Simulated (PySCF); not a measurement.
Vertical excitations of a molecule C₂H₆GeO₂ from TDA-PBE/def2-SVPD in PySCF, as energy in eV (oscillator strength): 3.23 (0.002), 3.74 (0.009), 5.16 (0.000), 5.47 (0.005), 5.69 (0.032), 5.84 (0.019), 6.25 (0.010), 6.28 (0.010), 6.50 (0.112), 6.52 (0.047). Lowest triplet (TDA): 2.53 eV. Geometry optimised at PBE-D3(BJ)/def2-SVP. One conformer was computed; it need not be the lowest.

Problem. Which molecule gave these data?
A. O[C@H]1C[O][GeH2]1
B. CC1[O][GeH2][O]1
C. [CH3][Ge@@H]([OH])[CH]=O
D. C[C](=O)[GeH2][OH]

Solution. C, [CH3][Ge@@H]([OH])[CH]=O
